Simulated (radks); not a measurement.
Task: Xe IV, configuration [Kr] 4d7 5s2 5p6 (not the ground configuration). Method: Dirac Kohn-Sham, PBE, spin-unpolarised, spherical densities, finite nucleus; open shells fill j = l - 1/2 first; Fermi nuclear charge, rms radius 4.7859 fm; computed with a radial shooting solver on a logarithmic mesh with Libxc functionals. Some entries of the table are withheld. Estimate them.

orbital,occ.,eigenvalue (eV),<1/r> (bohr^-1),r(max) (bohr)
1s1/2,2,-34410.62,58.11,0.01715
2s1/2,2,-5411.510,13.59,0.09710
2p1/2,2,-5088.303,13.57,0.07439
2p3/2,4,-4763.722,12.47,0.07927
3s1/2,2,-1158.920,4.863,0.2790
3p1/2,2,-1024.699,4.775,0.2655
3p3/2,4,-962.9118,4.503,0.2763
3d3/2,4,-727.0610,4.361,0.2239
3d5/2,6,-713.9841,4.291,0.2270
4s1/2,2,-256.5465,2.003,0.6566
4p1/2,2,(1),1.902,0.6705
4p3/2,4,(2),1.817,0.6934
4d3/2,4,(3),1.605,0.7259
4d5/2,3,(4),1.584,0.7334
5s1/2,2,-57.9654,0.8163,1.497
5p1/2,2,-44.3100,0.7314,(5)
5p3/2,4,-42.1432,0.7025,(6)

Result: 
(1) 4p1/2 eigenvalue (eV): -208.2829
(2) 4p3/2 eigenvalue (eV): -195.3168
(3) 4d3/2 eigenvalue (eV): -116.3690
(4) 4d5/2 eigenvalue (eV): -114.1427
(5) 5p1/2 r(max) (bohr): 1.629
(6) 5p3/2 r(max) (bohr): 1.685
